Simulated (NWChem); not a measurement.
System: boron trifluoride (BF3); SMILES FB(F)F

The following NWChem deck was run.

```
start job
memory heap 200 mb stack 700 mb global 900 mb
geometry units angstroms noautosym nocenter noautoz
  F      1.261997    -0.380209     0.000000
  B      0.000000     0.000000     0.000000
  F     -0.960269    -0.902817     0.000000
  F     -0.301728     1.283026     0.000000
end
basis spherical
  * library 6-31g*
end
dft
  xc hfexch
  iterations 150
end
property
  shielding 2 1 2
end
task dft property
```

Parts of the log:

```
             Northwest Computational Chemistry Package (NWChem) 7.3.0
             --------------------------------------------------------

                             Geometry "geometry" -> ""
                             -------------------------

 Output coordinates in angstroms (scale by  1.889725989 to convert to a.u.)

  No.       Tag          Charge          X              Y              Z
 ---- ---------------- ---------- -------------- -------------- --------------
    1 F                    9.0000     1.26199700    -0.38020900     0.00000000
    2 B                    5.0000     0.00000000     0.00000000     0.00000000
    3 F                    9.0000    -0.96026900    -0.90281700     0.00000000
    4 F                    9.0000    -0.30172800     1.28302600     0.00000000

 Effective nuclear repulsion energy (a.u.)     110.5291740210

  xc_inp: hfexch multiplicative factor not found.
                              NWChem Property Module
                              ----------------------

  itol2e modified to match energy
  convergence criterion.

                                 NWChem DFT Module
                                 -----------------

 Summary of "ao basis" -> "ao basis" (spherical)
 ------------------------------------------------------------------------------
       Tag                 Description            Shells   Functions and Types
 ---------------- ------------------------------  ------  ---------------------
 F                           6-31g*                  6       14   3s2p1d
 B                           6-31g*                  6       14   3s2p1d

  itol2e modified to match energy
  convergence criterion.

            General Information
            -------------------
          SCF calculation type: DFT
          Wavefunction type:  closed shell.
          No. of atoms     :     4
          No. of electrons :    32
           Alpha electrons :    16
            Beta electrons :    16
          Charge           :     0
          Spin multiplicity:     1
          Use of symmetry is: off; symmetry adaption is: off
          Maximum number of iterations: 150
          AO basis - number of functions:    56
                     number of shells:    24
          Convergence on energy requested:  1.00D-07
          Convergence on density requested:  1.00D-05
          Convergence on gradient requested:  5.00D-04

              XC Information
              --------------
                     Hartree-Fock (Exact) Exchange  1.000

      Superposition of Atomic Density Guess
      -------------------------------------

 Sum of atomic energies:        -322.64308456

      Non-variational initial energy
      ------------------------------

 Total energy =    -323.518108
 1-e energy   =    -669.668000
 2-e energy   =     235.620718
 HOMO         =      -0.612498
 LUMO         =       0.146131

[...]

          -----------------------------------------
          Chemical Shielding Tensors (GIAO, in ppm)
          -----------------------------------------

                                NWChem CPHF Module
                                ------------------

  scftype          =     RHF
  nclosed          =       16
  nopen            =        0
  variables        =      640
  # of vectors     =        3
  tolerance        = 0.10D-03
  level shift      = 0.00D+00
  max iterations   =       50
  max subspace     =       30

 SCF residual:    6.6960531994916648E-006

Iterative solution of linear equations
  No. of variables      640
  No. of equations        3
  Maximum subspace       30
        Iterations       50
       Convergence  1.0D-04

   iter   nsub   residual    time
   ----  ------  --------  ---------
     1      3    5.96D-01       6.5
     2      6    5.81D-02       7.0
     3      9    1.20D-02       7.4
     4     12    1.42D-03       7.7
     5     15    1.41D-04       8.1
     6     18    2.44D-05       8.5

      Atom:    1  F
        Diamagnetic
    485.5301     -8.0298      0.0000
     -8.0298    461.2967     -0.0000
      0.0000     -0.0000    458.3047

        Paramagnetic
    -94.5042    -37.2003      0.0000
    -37.2003   -206.7726      0.0000
      0.0000      0.0000    -57.0681

        Total Shielding Tensor
    391.0259    -45.2301      0.0000
    -45.2301    254.5241      0.0000
      0.0000      0.0000    401.2366

           isotropic =     348.9289
          anisotropy =      83.5856

          Principal Components and Axis System
                 1           2           3
              404.6526    401.2366    240.8974

      1         0.9575      0.0000      0.2885
      2        -0.2885      0.0000      0.9575
      3         0.0000      1.0000      0.0000

      Atom:    2  B
        Diamagnetic
    202.3546     -0.0000      0.0000
     -0.0000    202.3546     -0.0000
      0.0000     -0.0000    179.8647

        Paramagnetic
    -81.1896      0.0000     -0.0000
      0.0000    -81.1896     -0.0000
     -0.0000     -0.0000    -75.1001

        Total Shielding Tensor
    121.1650      0.0000     -0.0000
      0.0000    121.1650     -0.0000
     -0.0000     -0.0000    104.7647

           isotropic =     115.6982
          anisotropy =       8.2002

          Principal Components and Axis System
                 1           2           3
              121.1650    121.1650    104.7647

      1         0.8679     -0.4968      0.0000
      2         0.4968      0.8679      0.0000
      3         0.0000      0.0000      1.0000
```

Level: Hartree-Fock/6-31G* (spherical d), GIAO. The geometry was optimised at B3LYP/6-31G* (spherical d). Not confirmed as a minimum by frequencies. The printed shielding anisotropy is the first printed principal value minus the mean of the other two.
